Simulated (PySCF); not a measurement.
**PySCF run on SrGa**

File input.py (PySCF 2.14):

```python
from pyscf import gto, scf
from pyscf.geomopt.geometric_solver import optimize

mol = gto.M(
    atom='Sr 0 0 0; Ga 0 0 2.915',
    basis='def2-svp',
    ecp={'Sr': 'def2-svp'},
    charge=0,
    spin=1,
    verbose=3,
)
mf = scf.UHF(mol)
mf.damp = 0.8
mf.diis_start_cycle = 8
mf.kernel()
mol_eq = optimize(mf, maxsteps=30)
print('optimised geometry (angstrom)')
print(mol_eq.tostring('raw'))
print('orbital energies (hartree):', [e[max(0, n-3):n+3].round(4) for e, n in zip(mf.mo_energy, mol.nelec)])
```

```bash
$ OMP_NUM_THREADS=1 python input.py
```

Output (some set-up lines and the per-cycle HOMO/LUMO lines with their warnings removed):

```
converged SCF energy = -1953.21373117526  <S^2> = 0.86290543  2S+1 = 2.1098867
input.py

Current date and time:

#|     Arguments passed to driver run_optimizer():      |#
customengine              <pyscf.geomopt.geometric_solver.PySCFEngine object>
logIni                    <dir>
maxiter                   30
----------------------------------------------------------
Custom engine selected.
Bonds will be generated from interatomic distances less than 1.20 times sum of covalent radii
6 internal coordinates being used (instead of 6 Cartesians)
Internal coordinate system (atoms numbered from 1):
Distance 1-2
Translation-X 1-2
Translation-Y 1-2
Translation-Z 1-2
Rotation-A 1-2
Rotation-B 1-2
Rotation-C 1-2
<class 'geometric.internal.Distance'> : 1
<class 'geometric.internal.TranslationX'> : 1
<class 'geometric.internal.TranslationY'> : 1
<class 'geometric.internal.TranslationZ'> : 1
<class 'geometric.internal.RotationA'> : 1
<class 'geometric.internal.RotationB'> : 1
<class 'geometric.internal.RotationC'> : 1
> ===== Optimization Info: ====
> Job type: Energy minimization
> Maximum number of optimization cycles: 30
> Initial / maximum trust radius (Angstrom): 0.100 / 0.300
> Convergence Criteria:
> Will converge when all 5 criteria are reached:
>  |Delta-E| < 1.00e-06
>  RMS-Grad  < 3.00e-04
>  Max-Grad  < 4.50e-04
>  RMS-Disp  < 1.20e-03
>  Max-Disp  < 1.80e-03
> === End Optimization Info ===

Geometry optimization cycle 1
Cartesian coordinates (Angstrom)
 Atom        New coordinates             dX        dY        dZ
  Sr   0.000000   0.000000   0.000000    0.000000  0.000000  0.000000
  Ga   0.000000   0.000000   2.915000    0.000000  0.000000  0.000000

WARN: Mole.unit (angstrom) is changed to Bohr

converged SCF energy = -1953.21373118118  <S^2> = 0.86287738  2S+1 = 2.1098601
--------------- UHF_Scanner gradients ---------------
         x                y                z
0 Sr    -0.0000007830    -0.0000036617    -0.0188683410
1 Ga     0.0000007830     0.0000036617     0.0188683410
----------------------------------------------
cycle 1: E = -1953.21373118  dE = -1953.21  norm(grad) = 0.0266839
Step    0 : Gradient = 1.887e-02/1.887e-02 (rms/max) Energy = -1953.2137311812
Hessian Eigenvalues: 4.25760e-02 5.00000e-02 5.00000e-02 ... 5.00000e-02 5.00000e-02 5.00000e-02

Geometry optimization cycle 2
Cartesian coordinates (Angstrom)
 Atom        New coordinates             dX        dY        dZ
  Sr   0.000015   0.000070   0.100000    0.000015  0.000070  0.100000
  Ga  -0.000015  -0.000070   2.815000   -0.000015 -0.000070 -0.100000
converged SCF energy = -1953.21780963771  <S^2> = 0.78742389  2S+1 = 2.0370802
--------------- UHF_Scanner gradients ---------------
         x                y                z
0 Sr     0.0000009765     0.0000023419     0.0003814116
1 Ga    -0.0000009765    -0.0000023419    -0.0003814116
----------------------------------------------
cycle 2: E = -1953.21780964  dE = -0.00407846  norm(grad) = 0.000539409
Step    1 : Displace = 1.000e-01/1.000e-01 (rms/max) Trust = 1.000e-01 (=) Grad = 3.814e-04/3.814e-04 (rms/max) E (change) = -1953.2178096377 (-4.078e-03) Quality = 0.997
Hessian Eigenvalues: 4.99997e-02 5.00000e-02 5.00000e-02 ... 5.00000e-02 5.00000e-02 5.09329e-02

Geometry optimization cycle 3
Cartesian coordinates (Angstrom)
 Atom        New coordinates             dX        dY        dZ
  Sr  -0.000005   0.000023   0.098019   -0.000020 -0.000047 -0.001981
  Ga   0.000005  -0.000023   2.816981    0.000020  0.000047  0.001981
converged SCF energy = -1953.21781054503  <S^2> = 0.7877673  2S+1 = 2.0374173
--------------- UHF_Scanner gradients ---------------
         x                y                z
0 Sr    -0.0000014155     0.0000000161    -0.0001423907
1 Ga     0.0000014155    -0.0000000161     0.0001423907
----------------------------------------------
cycle 3: E = -1953.21781055  dE = -9.07315e-07  norm(grad) = 0.000201381
Step    2 : Displace = 1.981e-03/1.981e-03 (rms/max) Trust = 1.414e-01 (+) Grad = 1.424e-04/1.424e-04 (rms/max) E (change) = -1953.2178105450 (-9.073e-07) Quality = 0.635
Hessian Eigenvalues: 4.99954e-02 4.99998e-02 5.00000e-02 ... 5.00000e-02 5.00000e-02 6.99525e-02

Geometry optimization cycle 4
Cartesian coordinates (Angstrom)
 Atom        New coordinates             dX        dY        dZ
  Sr   0.000016   0.000022   0.098557    0.000021 -0.000001  0.000539
  Ga  -0.000016  -0.000022   2.816443   -0.000021  0.000001 -0.000539
converged SCF energy = -1953.21781068603  <S^2> = 0.78777486  2S+1 = 2.0374247
--------------- UHF_Scanner gradients ---------------
         x                y                z
0 Sr     0.0000009062    -0.0000003830     0.0000011355
1 Ga    -0.0000009062     0.0000003830    -0.0000011355
----------------------------------------------
cycle 4: E = -1953.21781069  dE = -1.41001e-07  norm(grad) = 2.12476e-06
Step    3 : Displace = 5.386e-04/5.386e-04 (rms/max) Trust = 1.414e-01 (=) Grad = 1.502e-06/1.502e-06 (rms/max) E (change) = -1953.2178106860 (-1.410e-07) Quality = 0.973
Hessian Eigenvalues: 4.99954e-02 4.99998e-02 5.00000e-02 ... 5.00000e-02 5.00000e-02 6.99525e-02
Converged! =D

    #| If this code has benefited your research, please support us by citing: |#
    #| Wang, L.-P.; Song, C.C. (2016) "Geometry optimization made simple with |#
    #| translation and rotation coordinates", J. Chem, Phys. 144, 214108.     |#
    #|                                     |#
optimised geometry (angstrom)
Sr          0.00001630        0.00002220        0.09855720
Ga         -0.00001630       -0.00002220        2.81644280
orbital energies (hartree): [array([-0.4029, -0.1655, -0.1397, -0.0442,  0.0161,  0.0213]), array([-1.1133, -0.3581, -0.1173, -0.0446,  0.0164,  0.0218])]
```

In short: E(SCF) = -1953.213731 Eh, ⟨S²⟩ = 0.863, all at the start geometry; optimised bond 2.718 Å with E = -1953.217811 Eh after 4 steps.

Run time: 8.3 s on 1 thread of Intel Xeon 6975P-C (shared host).

The last line lists the levels of the start geometry. No search for the lowest solution was made.
